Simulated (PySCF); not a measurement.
**MoSCl4, singlet: computed properties**

Method: B3LYP in PySCF with Mo def2-SVP with ECP28, S def2-SVP, Cl def2-SVP; scalar-relativistic core potentials, no spin–orbit coupling; density-fitted integrals.

The structure is a minimum.

```xyz
6
charge 0 multiplicity 1, angstrom
Mo    0.0000    0.0000    0.0469
S     0.0000    0.0000    2.1257
Cl    2.2424    0.0000   -0.5188
Cl    0.0000    2.2424   -0.5188
Cl   -2.2424    0.0000   -0.5188
Cl    0.0000   -2.2424   -0.5188
```

```
Point group                                                                   : C4v
Bond lengths                                                                  : Mo–Cl 2.313 Å (×4), Mo–S 2.079 Å
Bond angles                                                                   : Cl–Mo–Cl 86.6° (×4), Cl–Mo–Cl 151.7° (×2), Cl–Mo–S 104.2° (×4)
Atomisation energy without zero-point energy                                  : 1723 kJ/mol
Rotational constants                                                          : 0.03157, 0.03157, 0.02397 cm⁻¹
Principal polarisabilities                                                    : 95.3, 110.2, 110.2 bohr³
Entropy at 298.15 K and 1 bar                                                 : 394.4 J/(mol K)
Enthalpy at 298.15 K above 0 K                                                : 25.62 kJ/mol
Heat capacity Cp at 298.15 K                                                  : 118.7 J/(mol K)
Principal quadrupole moments (Buckingham, traceless) about the centre of mass : -3.19, -3.19, 6.38 D Å
Highest occupied level                                                        : -8.34 eV
Zero-point energy                                                             : 18.9 kJ/mol
Lowest empty level                                                            : -5.36 eV
Dipole moment                                                                 : 1.40 D
Rotational symmetry number                                                    : 4
```

Harmonic modes (masses in u: Mo 97.905, S 31.972, Cl 34.969):
```json
{"symmetry": "b1", "ω (cm⁻¹)": "62", "IR (km/mol, summed over degenerate members)": "0.0"}
{"symmetry": "e", "ω (cm⁻¹)": "147", "IR (km/mol, summed over degenerate members)": "15.9"}
{"symmetry": "a1", "ω (cm⁻¹)": "175", "IR (km/mol, summed over degenerate members)": "0.0"}
{"symmetry": "e", "ω (cm⁻¹)": "181", "IR (km/mol, summed over degenerate members)": "5.4"}
{"symmetry": "b2", "ω (cm⁻¹)": "219", "IR (km/mol, summed over degenerate members)": "0.0"}
{"symmetry": "b1", "ω (cm⁻¹)": "296", "IR (km/mol, summed over degenerate members)": "0.0"}
{"symmetry": "a1", "ω (cm⁻¹)": "378", "IR (km/mol, summed over degenerate members)": "9.6"}
{"symmetry": "e", "ω (cm⁻¹)": "389", "IR (km/mol, summed over degenerate members)": "249"}
{"symmetry": "a1", "ω (cm⁻¹)": "592", "IR (km/mol, summed over degenerate members)": "39.9"}
```

In C4v the vibrations span 2b1 + 3e + 3a1 + b2. The b1, b2 modes carry no infrared intensity, as symmetry demands.

Charges (e):
```
     atom  Mulliken  Löwdin  polar tensor  Mayer order to Mo1
      Mo1      0.23   -1.23          2.14                   –
       S2      0.13    0.47         -0.25                2.38
Cl3,4,5,6     -0.09    0.19         -0.47                1.23
```

Mulliken populations on Mo1 (electrons outside its core potential): s 2.44, p 6.86, d 4.42, f 0.05.

Formally Mo is in oxidation state +6, d0. The polar-tensor charge on Mo, 2.14, is far below the formal one.

This need not be the most stable arrangement of these atoms.

The final relaxation and frequency run took roughly 9 core-minutes on a shared host.
